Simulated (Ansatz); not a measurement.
The inner images of a band of BrH + ClF2GeH (7 atoms, charge 0, multiplicity 1) are given out of order.

Computed with RKS PBE-D4/def2-SVP in Ansatz 0.2.0.

Image 0:

```xyz
7
Properties=species:S:1:pos:R:3
Ge 0.239 0.027 -0.017
Cl 0.343 0.189 2.137
F 1.872 -0.193 -0.574
F -0.254 1.574 -0.632
H -0.668 -1.106 -0.512
Br -3.329 -0.310 1.358
H -2.157 -0.063 2.162
```

Image 8:

```xyz
7
Properties=species:S:1:pos:R:3
Ge -0.415 0.235 -0.349
Cl -0.212 -1.261 2.838
F 0.967 1.085 0.274
F -0.560 0.779 -1.998
H -0.232 -1.288 -0.314
Br -2.295 0.998 0.758
H -1.209 -0.430 2.713
```

Task: Put them in order from the first end to the last, with their energies above the first end.
A.
```xyz
7
Properties=species:S:1:pos:R:3
Ge -0.453 0.151 -0.366
Cl -0.099 -1.011 2.937
F 0.969 0.816 0.374
F -0.534 0.959 -1.905
H -0.349 -1.369 -0.556
Br -2.360 0.827 0.760
H -1.130 -0.253 2.677
```
B.
```xyz
7
Properties=species:S:1:pos:R:3
Ge 0.224 -0.050 0.000
Cl 0.358 -0.002 2.159
F 1.862 0.011 -0.579
F -0.496 1.436 -0.533
H -0.504 -1.282 -0.550
Br -3.280 -0.059 1.289
H -2.118 0.065 2.136
```
C.
```xyz
7
Properties=species:S:1:pos:R:3
Ge 0.113 -0.078 0.012
Cl 0.266 -0.162 2.191
F 1.779 0.166 -0.405
F -0.643 1.333 -0.659
H -0.474 -1.368 -0.579
Br -3.066 0.207 1.237
H -1.930 0.021 2.125
```
D.
```xyz
7
Properties=species:S:1:pos:R:3
Ge -0.437 0.086 -0.286
Cl -0.007 -0.708 2.833
F 1.129 0.579 0.286
F -0.603 1.126 -1.669
H -0.427 -1.414 -0.621
Br -2.422 0.653 0.824
H -1.188 -0.202 2.554
```
E.
```xyz
7
Properties=species:S:1:pos:R:3
Ge -0.060 -0.052 0.025
Cl 0.190 -0.305 2.260
F 1.633 0.259 -0.206
F -0.676 1.301 -0.893
H -0.518 -1.390 -0.576
Br -2.803 0.325 1.168
H -1.722 -0.019 2.144
```
F.
```xyz
7
Properties=species:S:1:pos:R:3
Ge -0.252 -0.005 -0.022
Cl 0.080 -0.376 2.397
F 1.472 0.296 -0.060
F -0.679 1.290 -1.116
H -0.534 -1.417 -0.559
Br -2.621 0.396 1.063
H -1.421 -0.065 2.219
```
G.
```xyz
7
Properties=species:S:1:pos:R:3
Ge -0.379 0.045 -0.146
Cl 0.030 -0.521 2.605
F 1.311 0.412 0.115
F -0.657 1.242 -1.379
H -0.487 -1.421 -0.592
Br -2.518 0.518 0.910
H -1.255 -0.156 2.408
```

Result: B (+0.2 kcal/mol), C (+3.2 kcal/mol), E (+12.2 kcal/mol), F (+20.1 kcal/mol), G (+13.1 kcal/mol), D (+4.3 kcal/mol), A (-0.1 kcal/mol).

Run time: 83 s on 4 threads of Arm Neoverse V2, on a shared host, peak memory 0.18 GiB.
